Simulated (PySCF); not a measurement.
Gas-phase reaction: 2 GeH2Cl2 ⇌ GeH3Cl + GeCl3 + H

Computed with PySCF (xtb for GFN2) and rigid-rotor harmonic-oscillator thermochemistry at 1 bar. † marks an energy on the PBE0/def2-TZVP geometry and frequencies; other levels use their own. Open shells (unrestricted): GeCl3 (multiplicity 2), H (multiplicity 2); the rest are closed-shell singlets. GFN2 has no spin-polarisation term. Ge: all electrons, no relativistic terms. GeCl3: computed as isolated molecules; such fragments, hydroxides, amides, oligomers or adducts are transient or little studied in the gas.

```csv
level,"ΔH°(298 K), kJ"
GFN2-xTB,…
HF/def2-TZVP†,272
PBE/def2-TZVP†,307
LDA/def2-TZVP†,348
ωB97M-V/def2-TZVP†,…
ωB97X-V/def2-TZVP†,…
```

**Question.** Fill in the missing entries.

**Answer.** 
- GFN2-xTB, ΔH°(298 K), kJ: 328
- ωB97M-V/def2-TZVP†, ΔH°(298 K), kJ: 335
- ωB97X-V/def2-TZVP†, ΔH°(298 K), kJ: 344
